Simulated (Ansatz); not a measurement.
Reactions of CH$_{9}$NO$_{2}$Si$_{2}$ (`C[Si](N)(O)O[SiH3]`).

Calculated with Ansatz (gas phase, PBE0-D4/def2-TZVP geometries, no zero-point term in ΔE). CBS: MP2 limit from def2 TZ/QZ plus the TZ coupled-cluster correction, frozen cores. This one scheme is used for every species. Elements past krypton have def2 core potentials. For Ga, In outer-core shells are correlated without core-valence functions, which leaves a few kJ/mol of doubt a bond. Scalar relativity is left out up to krypton. One conformer a species, not always the lowest.

```tsv
reaction	CCSD/CBS(def2) (kJ/mol)
`C[Si](N)(O)O[SiH3]` + `C=[CH][AlH][CH3]` → `C=C[Si](C)(N)O` + `[CH3][AlH][O][SiH3]`	-25
`C[Si](N)(O)O[SiH3]` + `C[O][Ga]([Cl])[Cl]` → `CO[Si](C)(N)O` + `[SiH3][O][Ga]([Cl])[Cl]`	6
`C[Si](N)(O)O[SiH3]` + `[SiH3][O][InH2]` → `C[SiH](N)O` + `[SiH3][O][InH][O][SiH3]`	87
`C[Si](N)(O)O[SiH3]` → `CO[Si](N)(O)[SiH3]`	225
`C[Si](N)(O)O[SiH3]` + HCl → `C[Si](N)(O)Cl` + silanol	23
```

Question: Give the CCSD(T)/CBS values in the same order. (Best estimate.)

Answer: Computed: -25, 7, 84, 221, 22 kJ/mol.

Largest T1 diagnostic: 0.015, for `[SiH3][O][InH2]`.
